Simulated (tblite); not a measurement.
Acetyl iodide, C₂H₃IO.
SMILES: `CC(=O)I`

Computed with GFN2-xTB (tblite): harmonic, unscaled wavenumbers at the GFN2-xTB geometry, gas phase. The method is semi-empirical: single wavenumbers can be off by several per cent or more.

Harmonic wavenumbers (cm⁻¹): 134.7, 281.2, 321.3, 467.7, 556.2, 980.1, 988.4, 1078.0, 1365.6, 1427.3, 1430.1, 1872.0, 3015.1, 3023.4, 3030.8.

A = 10174, B = 2261, C = 1871 MHz; mass 169.923 u (most abundant isotopes); point group Cs, symmetry number 1.

Problem. What is the zero-point energy?

Solution. ½Σν̃ = 9986 cm⁻¹ = 119.46 kJ/mol.

Problem. Give the ideal-gas entropy at 298.15 K and 1 bar in the rigid-rotor, harmonic-oscillator model (classical rotation).

Solution. Translation 172.90, rotation 110.52, vibration 30.57: S = 314.0 J/(mol K).

Problem. And Cp and H(298.15 K) − H(0)?

Solution. Cp = 71.45 J/(mol K), of which vibrations give 38.19 (their classical limit is 15 R = 124.7); H(298.15 K) − H(0) = 15.36 kJ/mol without the zero-point energy, 5.44 from vibrations.

Problem. Which modes carry the vibrational entropy at 298.15 K?

Solution. 134.7 cm⁻¹: 12.04; 281.2 cm⁻¹: 6.39; 321.3 cm⁻¹: 5.45; 467.7 cm⁻¹: 3.11; 556.2 cm⁻¹: 2.22; 980.1 cm⁻¹: 0.42 J/(mol K); the other 9 give 0.93 together.

Problem. Blend soft modes into free rotors: weight 1/[1 + (100 cm⁻¹/ν̃)⁴] for the oscillator and the rest for a rotor with moment μB/(μ + B), μ = h/(8π²ν), B = 10⁻⁴⁴ kg m². What vibrational entropy results?

Solution. 30.30 J/(mol K) in place of 30.57, which changes −T·S at 298.15 K by +0.08 kJ/mol.

Problem. What must be added to the electronic energy to get the Gibbs energy at 298.15 K and 1 bar?

Solution. ZPE + [H(298.15 K) − H(0)] − T·S = 119.46 + 15.36 − 93.62 = 41.20 kJ/mol.

Hindered rotation and anharmonicity are outside this model.

Time: 0.16 s wall. Hardware: one thread of an Arm Neoverse N1, no GPU (shared host). This covers the Hessian and the dipole derivatives.
